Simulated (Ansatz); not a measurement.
Basis-set extrapolation for C₃H₁₀AlN (`CN(C)[CH2][AlH2]`) (PBE0-D4/def2-TZVP geometry, frozen core, Ansatz). Multiplicity 1, RHF reference.

```csv
,def2-TZVPP,def2-QZVPP
HF,-415.821131,-415.836860
MP2 correlation,-0.827814,-0.881473
CCSD(T) correlation,-0.917773,not run
```

Energies in hartree. Use E(X) = E(∞) + A·exp(−7.88·√X) for Hartree–Fock and E(X) = E(∞) + B·X^(−2.97) for correlation, with X = 3 and 4, and add CCSD(T) minus MP2 of the smaller set to the MP2 limit.

Q: What is the CCSD(T) energy at the basis-set limit?

A: HF limit: -415.836860 + (-0.015729) × 0.13774 = -415.83903. MP2 limit: -0.881473 + (-0.053659) × 0.74074 = -0.92122. Higher-order term: -0.917773 − (-0.827814) = -0.08996. Total: -416.85021 hartree, 292.2 kJ/mol below CCSD(T)/def2-TZVPP.
